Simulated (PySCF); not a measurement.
# Hartree-Fock beside MP2: CClH3OSi

Calculated results; nothing here was measured. The program is PySCF 2.14.0, an open-source quantum chemistry code, run on an isolated molecule that a program drew, which may never have been made. The molecule is CClH3OSi (charge 0, singlet), drawn as the SMILES string `OC[Si]Cl`.

The geometry was optimised and harmonic frequencies were computed with HF and MP2, all in the cc-pV(D+d)Z basis, for the commonest isotopes, with a restricted reference for singlets and an unrestricted one otherwise, and a frozen core in MP2. Each result is a local minimum of its method.

Geometry at the HF minimum:
```xyz
7
CClH3OSi, angstrom
O    -1.6397   -0.9525    1.0496
C    -0.7973   -0.7530   -0.0615
Si    0.4875    0.5654    0.4483
Cl    1.5389    0.6059   -1.3877
H    -2.2957   -1.6019    0.8448
H    -0.2787   -1.6748   -0.3608
H    -1.3504   -0.4042   -0.9451
```

Lengths of the bonds as drawn, in Å (atoms numbered as above):
| bond | HF | MP2 |
|---|---|---|
| O1-C2 | 1.409 | 1.429 |
| C2-Si3 | 1.910 | 1.917 |
| Si3-Cl4 | 2.116 | 2.104 |
| O1-H5 | 0.945 | 0.967 |
| C2-H6 | 1.099 | 1.113 |
| C2-H7 | 1.099 | 1.113 |

Rotational constants, in GHz:
```
constant     HF    MP2
       A  15.13  15.01
       B  2.079  2.084
       C  1.849  1.851
```

Harmonic frequencies in cm^-1, each column in rising order, so a row needn't be the same motion in every method:
```
rank    HF   MP2
   1    98    93
   2   177   159
   3   296   267
   4   316   294
   5   509     ?
   6   647   591
   7   695   664
   8  1161  1073
   9  1265  1169
  10  1308  1209
  11  1469  1359
  12  1565  1458
  13  3118  2997
  14  3160  3050
  15  4141  3846
```

**Estimate the missing MP2 frequency from the HF column.**

A single factor s that minimises the squared misfit of MP2 against s times HF over the other rows is sum(HF x MP2) / sum(HF^2) = 0.9427, with an rms misfit of 33 cm^-1. For rank 5 it gives 0.9427 x 509 = 480 cm^-1. The calculation gives 523 cm^-1, 43 cm^-1 above the estimate. The drawn bonds are on average 1.0 % longer in MP2 than in HF.
